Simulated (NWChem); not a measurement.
GeH3F; SMILES [F][GeH3]

```xyz
5

Ge     0.0000     0.0000    -0.2775
F      0.0000     0.0000     1.4664
H     -0.4332    -1.4064    -0.7170
H      1.4345     0.3281    -0.7170
H     -1.0014     1.0783    -0.7170
```
Atoms are numbered in this order, from 1.

Results from NWChem. Pople sets run with spherical d functions. Structure relaxed at the PBE0/def2-SVP level. Vzz is the largest principal value of the second derivative of the potential at the nucleus (NWChem prints the opposite sign); η is the asymmetry. Non-relativistic.

| level | Vzz Ge1 (a.u.) | η Ge1 |
|---|---|---|
| PBE0/def2-TZVP | (withheld) | 0.00 |
| PBE0/def2-SVP | 1.792 | 0.00 |
| B3LYP/def2-SVP | 1.727 | 0.00 |
| B3LYP/6-31G* | 1.533 | 0.00 |

What belongs in the gaps?


- PBE0/def2-TZVP, Vzz Ge1 (a.u.): 1.966
